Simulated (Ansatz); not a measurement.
GaN₃H₆⁺, that is Ga(NH2)3 with one electron fewer. Charge 1, multiplicity 2. Geometry PBE0-D4/def2-SVP, that of the neutral singlet; atoms count from 1.

```xyz
10

Ga    0.024    0.036   -0.009
N     1.491   -0.978   -0.360
H     1.618   -1.467   -1.236
H     2.056   -1.389    0.371
N    -0.241    0.697    1.664
H    -1.104    1.145    1.940
H     0.264    0.353    2.470
N    -1.079    0.534   -1.366
H    -1.059    0.086   -2.272
H    -1.970    0.982   -1.202
```

**Question.** Estimate the Mulliken populations from the PBE0/def2-TZVP orbitals of Ansatz.

**Answer.** 
```json
{"atom": "Ga1", "charge (e)": "0.63", "spin (α − β)": "-0.10"}
{"atom": "N2", "charge (e)": "-0.37", "spin (α − β)": "0.62"}
{"atom": "H3", "charge (e)": "0.31", "spin (α − β)": "-0.02"}
{"atom": "H4", "charge (e)": "0.31", "spin (α − β)": "-0.02"}
{"atom": "N5", "charge (e)": "-0.50", "spin (α − β)": "0.27"}
{"atom": "H6", "charge (e)": "0.29", "spin (α − β)": "-0.01"}
{"atom": "H7", "charge (e)": "0.28", "spin (α − β)": "-0.01"}
{"atom": "N8", "charge (e)": "-0.51", "spin (α − β)": "0.27"}
{"atom": "H9", "charge (e)": "0.28", "spin (α − β)": "-0.01"}
{"atom": "H10", "charge (e)": "0.29", "spin (α − β)": "-0.01"}
```
Mulliken values depend strongly on the basis.

**Question.** Where does the spin sit?

**Answer.** Summed by element: Ga -0.10, N 1.17, H -0.07, of 1 unpaired in all. Largest on single atoms: N2 0.62, N5 0.27, N8 0.27.

**Question.** And the Mayer bond orders between heavy atoms (over 0.3)?

**Answer.** Ga1–N2 1.05 (1.82 Å); Ga1–N5 1.12 (1.82 Å); Ga1–N8 1.12 (1.82 Å).
